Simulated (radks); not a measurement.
The numbers below are computed, except where a source is named.
Ionisation of neutral rhenium, [Xe] 4f14 5d5 6s2, to Re+, [Xe] 4f14 5d5 6s1, under several functionals. Dirac Kohn-Sham, spin-unpolarised, spherical densities, point nucleus; open shells fill j = l - 1/2 first; a radial shooting solver on a logarithmic mesh with Libxc functionals.

\begin{tabular}{lrrrrrr}
functional & E(Re) (hartree) & Exc (hartree) & IE (eV) & -e(HOMO) (eV) & <r> HOMO (bohr) & IE error (eV) \\ \hline
AM05 & -16708.5471 & -323.5599 & 9.137 & 4.798 & 1.985 & +1.303 \\
SOGGA & -16712.3939 & -327.4354 & 9.091 & 4.743 & 1.988 & +1.257 \\
OLYP & -16723.8059 & -339.1228 & 8.812 & 4.670 & 1.971 & +0.978 \\
exchange-only PBE & -16713.3695 & -328.3985 & 8.438 & 3.935 & 2.019 & +0.605 \\
LDA (Slater exchange, Perdew-Wang correlation) & -16708.1794 & -323.1874 & 9.420 & 5.006 & 1.988 & +1.586 \\
LDA (Slater exchange, Perdew-Zunger correlation) & -16708.1860 & -323.1942 & 9.428 & 5.008 & 1.988 & +1.594 \\
HCTH/407 & -16727.5851 & -343.0608 & 9.159 & 5.018 & 1.967 & +1.325 \\
\end{tabular}

NIST Atomic Spectra Database: 7.834 eV (measured). Closest: exchange-only PBE. The Delta-SCF values span 0.99 eV, the total energies 19.41 hartree. The highest occupied level is 5d5/2. Spin polarisation and multiplet splitting are left out, so open shells lie too high by an amount that depends on their filling.

Beside tabulated values, note that spin-unpolarised runs miss the spin-polarisation part of the exchange energy of open shells.
